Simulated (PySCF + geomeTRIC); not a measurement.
Species: H4S4Si, SMILES `S[Si](S)(S)S` (charge 0, multiplicity 1).

Task: Give a relaxed geometry from PBE0-D3(BJ)/def2-TZVP in PySCF + geomeTRIC.

Result: Several could match; the one computed here: the end point of this relaxation, one of several conformers (outside a Z-matrix the atoms follow the SMILES, hydrogens last).
Z-matrix (Å, degrees):
```
Si
S 1 2.1261
H 2 1.3455 1 93.93
S 1 2.1261 2 106.49 3 52.45
H 4 1.3455 1 93.92 2 -176.40
S 1 2.1261 2 106.49 3 176.35
H 6 1.3455 1 93.92 2 -52.46
S 1 2.1262 2 115.60 3 -65.61
H 8 1.3455 1 93.92 2 -65.56
```
